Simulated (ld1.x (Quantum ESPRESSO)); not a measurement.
# PBE ultrasoft dataset for N (Z = 7), scalar-relativistic all-electron reference.

```
Element                 : nitrogen
Generator               : ld1.x (Quantum ESPRESSO) 7.5
Type                    : ultrasoft
Functional              : PBE
Relativity              : scalar-relativistic
Frozen core             : [He]
Valence charge          : 5
Reference configuration : 2s2 2p3
Partial waves           : 2s (bound): rcut 0.65, rcutus 0.90 bohr; 2s channel at -1 Ry: rcut 0.65, rcutus 0.90 bohr; 2p (bound): rcut 1.75, rcutus 2.15 bohr; 2p channel at 1.1 Ry: rcut 1.75, rcutus 2.15 bohr; 3d channel at 0.3 Ry: rcut 1.90, rcutus 2.10 bohr; 3d channel at 1.2 Ry: rcut 1.90, rcutus 2.10 bohr
Local potential         : all-electron potential smoothed inside 1.60 bohr (lloc = -1)
Core correction         : a·sin(br)/r model core, default radius (core density twice the valence density)
Augmentation charge     : PSQ, radius 0.75 bohr
```

All-electron outer shells of the reference configuration (PBE, scalar-relativistic, ld1.x):

```
shell  level (eV)  outermost node (bohr)  outermost maximum (bohr)
   1s     -384.72                      –                      0.15
   2s      -18.58                   0.32                      1.02
   2p       -7.09                      –                      0.98
```

What the tests gave:

| Item | Value |
| --- | --- |
| Cutoffs needed | 35 Ry and 50 Ry (the cutoffs (Ry, on a coarse ladder) from which the occupation-weighted sum of valence levels, in a spherical-Bessel basis at the reference potential, stays within 10 and 1 mRy of its value at 400 Ry) |
| Ghost test | no extra level below or beside the all-electron valence levels (s, p, d, f tested) (spherical-Bessel basis up to 400 Ry, 20 bohr box) |
| Configuration tests | test run stopped at test 1 of 7 (negative rho) |
| Lowest eigenvalue of the overlap operator | 0.26 (p channel) |
| Density cutoff estimated by the generator | 786 Ry |

Generation and tests took about 2.4 s on one core of a shared server CPU.
